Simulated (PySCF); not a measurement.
Gas-phase reaction: SnS + 3 H₂ ⇌ SnH₄ + H₂S

Computed with PySCF and rigid-rotor harmonic-oscillator thermochemistry at 1 bar. † marks an energy on the PBE0/def2-TZVP geometry and frequencies. MP2 freezes the core. All species are closed-shell singlets. Sn: scalar-relativistic def2 core potential, no spin-orbit coupling. MP2 isn't extrapolated to the basis-set limit.

MP2/def2-TZVPP† gives ΔH°(298 K) = 36 kJ.

Question: What do LDA/def2-TZVP†, PBE0/def2-SVP†, HF/def2-TZVP† give?

Answer: LDA/def2-TZVP†: -41 kJ; PBE0/def2-SVP†: -22 kJ; HF/def2-TZVP†: -28 kJ. For scale, ΔH°(298 K) is 36 kJ at this level, -7 kJ at ωB97M-V/def2-TZVP†, and runs from -41 to 70 kJ over the 18 levels computed.
